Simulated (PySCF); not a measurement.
**Bond length, frequency and bond energy of NaCd⁺ by level of theory**

State: ¹Σ⁺ (singlet), closed shell. Set-up: basis Na cc-pVDZ, Cd cc-pVDZ-PP with ECP28; scalar-relativistic core potentials; PySCF 2.14. De refers to Na⁺ + Cd in their ground configurations, without counterpoise correction. A positive dipole points towards Cd; it is taken about the centre of mass and depends on that origin.

```
      Level  Re (Å)  ωe (cm⁻¹)  De (eV)   μ (D)
    RHF-MP2   3.199        113    0.379     n/a
RHF-SCS-MP2   3.210        113    0.384     n/a
   RHF-CCSD   3.216        113    0.404     n/a
RHF-CCSD(T)   3.214        114    0.399     n/a
        PBE   3.105        119    0.461   -8.90
     PBEsol   3.082        120    0.456   -8.87
       PW91   3.096        120    0.473   -8.84
     r²SCAN   3.123        117    0.426   -9.06
       PBE0   3.115        120    0.462   -8.81
        M06   3.283       95.2    0.376  -10.22
```

Problem. Which functional lies closest to RHF-CCSD(T) in De, which farthest, and by how much do they differ from it?

Solution. Closest is M06 (+6.9 pm in Re, -16.5 % in ωe, -0.02 eV in De against RHF-CCSD(T) in the same basis), farthest PW91 (-11.8 pm in Re, +5.3 % in ωe, +0.07 eV in De). CCSD(T) converges more slowly with the basis than the functionals do and binds too weakly in this one, so the order can change at the basis-set limit.

Problem. What does the step from GGA to meta-GGA do here, going from PBE to r²SCAN?

Solution. r²SCAN less PBE: +1.8 pm in Re, -1.7 % in ωe, -0.04 eV in De. 

Correlated steps freeze 1 core orbital. Closed-shell solutions of metal pairs were not tested for spin polarisation, which can lower them a little. Correlated levels converge slowly with the basis: in double zeta they bind strong bonds too weakly, by up to about 1 eV, and carry superposition errors of some tenths. For an ion De counts to the pair picked by the measured ionisation energies or electron affinities, which need not be the lowest pair at this level.

The whole job (state search and all levels along the bond) took about 2.1 min on 1 thread of Arm Neoverse V2 (shared host), peak memory 0.67 GiB.
